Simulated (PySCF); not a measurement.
**Electron correlation in O²⁺ (oxygen, charge +2)**

[He] 2s2 2p2, high-spin 3P determinant. Computed with PySCF 2.14 in cc-pVDZ-DK, with the spin-free X2C one-electron Hamiltonian (Gaussian nucleus). Frozen: 1s2; 4 electrons correlated.

MP2 pair energies summed by pair of shells (mhartree):

| pair | energy | share (%) |
| --- | --- | --- |
| 2s-2p | -32.12 | 57.8 |
| 2s-2s | -18.76 | 33.8 |
| 2p-2p | -4.66 | 8.4 |

Total MP2 correlation energy: -55.54 mhartree.

Same-spin part -7.79 and opposite-spin part -47.75 mhartree; SCS-MP2 scales them by 1/3 and 6/5 to -59.90 mhartree.

```json
{"level": "CCSD", "correlation energy (mhartree)": "-77.79"}
{"level": "(T)", "correlation energy (mhartree)": "-0.60"}
{"level": "CCSD(T)", "correlation energy (mhartree)": "-78.39"}
```

Diagnostics: T1 = 0.0043, D1 = 0.0083, largest double amplitude 0.124.

**Question.** Is a single reference adequate?

**Answer.** Mostly. T1 lies below 0.03, but a double amplitude of this size points to a near-degeneracy that CCSD handles and MP2 describes poorly.
